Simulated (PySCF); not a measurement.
ClRb. Atoms are numbered in the order given.

```xyz
2

Rb     0.0000     0.0000    -0.9052
Cl     0.0000     0.0000     1.9702
```
Charge 0, spin multiplicity 1.

Geometry: B3LYP-D3(BJ)/def2-TZVPD. The def2 effective core potentials stand for the cores of Rb; spin–orbit coupling is left out.

The numbers are results of TDDFT-PBE/def2-TZVPD in PySCF, not measurements.

Vertical excitations; the highest root listed may be one member of a degenerate set. The molecule is in vacuum. State labels are in the subgroup C2v.

| state | symmetry | energy (eV) | λ (nm) | f | main pairs |
|---|---|---|---|---|---|
| S1 | B1 | 2.74 | 453 | 0.004 | HOMO−1→LUMO (degenerate set) |
| S2 | B2 | 2.74 | 453 | 0.004 | HOMO→LUMO (degenerate set) |
| S3 | A1 | 3.08 | 403 | 0.095 | HOMO−2→LUMO 99 % |
| S4 | A1 | 4.26 | 291 | 0.000 | HOMO−1→LUMO+1, HOMO→LUMO+2 (degenerate set) |
| S5 | A2 | 4.26 | 291 | 0.000 | HOMO−1→LUMO+2, HOMO→LUMO+1 (degenerate set) |
| S6 | A2 | 4.27 | 290 | 0.000 | HOMO→LUMO+1 50 %, HOMO−1→LUMO+2 50 % |
| S7 | A1 | 4.28 | 290 | 0.002 | HOMO→LUMO+2 50 %, HOMO−1→LUMO+1 50 % |
| S8 | B2 | 4.41 | 281 | 0.020 | HOMO−2→LUMO+2 (degenerate set) |
| S9 | B1 | 4.41 | 281 | 0.020 | HOMO−2→LUMO+1 (degenerate set) |
| S10 | B1 | 4.45 | 279 | 0.017 | HOMO−1→LUMO+3 95 % |
| T1 | B1 | 2.70 | 460 | 0 | HOMO−1→LUMO (degenerate set) |
| T2 | B2 | 2.70 | 460 | 0 | HOMO→LUMO (degenerate set) |
| T3 | A1 | 2.80 | 443 | 0 | HOMO−2→LUMO 100 % |
| T4 | A1 | 4.23 | 293 | 0 | HOMO−1→LUMO+1 50 %, HOMO→LUMO+2 50 % |
Triplets are in the Tamm–Dancoff approximation, which puts them higher than full response would, so one can lie above its singlet here.
